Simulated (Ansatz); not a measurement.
`F[SiH2][InH2]` + `O[SiH3]` → `[SiH3][O][InH2]` + `F[SiH3]` at 600 K and 1 bar (cleavage of the In–Si bond).

Gas-phase electronic energies from Ansatz, PBE0-D4/def2-TZVP geometries. CCSD(T)/CBS is the MP2 limit (def2-TZVPP, def2-QZVPP) plus CCSD(T) − MP2 in def2-TZVPP, frozen cores. This one scheme is used for every species. Elements past krypton have def2 core potentials. For In outer-core shells are correlated without core-valence functions, which leaves a few kJ/mol of doubt a bond.

```
          species  CCSD(T)/CBS energy (Eh)  H − E (kJ/mol)  S (J/(mol·K))
  `F[SiH2][InH2]`               -581.11562           132.3          408.5
        `O[SiH3]`               -366.69042           135.7          307.9
`[SiH3][O][InH2]`               -557.10255           160.7          422.8
        `F[SiH3]`               -390.72345           101.0          280.0
```

H − E and S are ideal-gas, rigid-rotor, harmonic terms from PBE0-D4/def2-TZVP. 1 Eh = 2625.50 kJ/mol, R = 8.31446 J/(mol·K).

By hand: ΔE, ΔH, ΔS and ΔG.

ΔE = (-557.10255) + (-390.72345) − (-581.11562) − (-366.69042) = -0.01996 Eh = -52.4 kJ/mol. Δ(H − E) = 160.7 + 101.0 − 132.3 − 135.7 = -6.3, so ΔH = -58.7 kJ/mol. ΔS = 422.8 + 280.0 − 408.5 − 307.9 = -13.6 J/(mol·K). ΔG = -58.7 − 600 × (-13.6)/1000 = -50.5 kJ/mol.

By hand: the equilibrium constant, and the temperature at which ΔG would vanish if ΔH and ΔS stayed fixed.

log₁₀ K = −ΔG/(RT ln 10) = 4.4. ΔG = 0 at ΔH/ΔS = 4316 K, far beyond where these terms or the molecules hold.

The number of gas molecules stays the same, so ΔS is small and ΔH decides. A doubt of 5 kJ/mol in ΔE shifts log₁₀ K by 0.4 here. Modes under 60 cm⁻¹, often nearly free rotors, make the harmonic entropy too high. These are equilibria of isolated gas molecules and say nothing of rates. Largest T1 diagnostic: 0.015 (customary marks: 0.02 for closed shells, 0.045 for open ones).
